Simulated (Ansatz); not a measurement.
Consider the hydrogenolysis of the Si–F bond: `C[SiH](F)[SiH2]O` + H₂ → `C[SiH2][SiH2]O` + H–F.

Program: Ansatz. Geometries: PBE0-D4/def2-TZVP. ΔE: electronic, gas phase. CCSD(T)/CBS is the MP2 limit (def2-TZVPP, def2-QZVPP) plus CCSD(T) − MP2 in def2-TZVPP, frozen cores. This one scheme is used for every species. DFT in def2-TZVPP. One conformer a species, not always the lowest.

CCSD(T)/CBS gives +25.9 kcal/mol.

(1) Another level gave +25.1 kcal/mol. Which?
A. MP2/def2-TZVPP
B. revPBE/def2-TZVPP
C. BHLYP-D4/def2-TZVPP
D. RPA@PBE/def2-TZVPP

Largest T1 diagnostic among the species: 0.012.

## Answers

(1) D. RPA@PBE/def2-TZVPP 25.1, BHLYP-D4 27.4, MP2/def2-TZVPP 26.3, revPBE 24.1 kcal/mol.

From r2SCAN to r2SCAN0 (25 % exact exchange), in def2-TZVPP and without D4, ΔE moves by −1.1 kcal/mol. At CCSD(T), def2-SVP lies −3.6 kcal/mol from the extrapolated value and def2-TZVPP −0.6 kcal/mol.
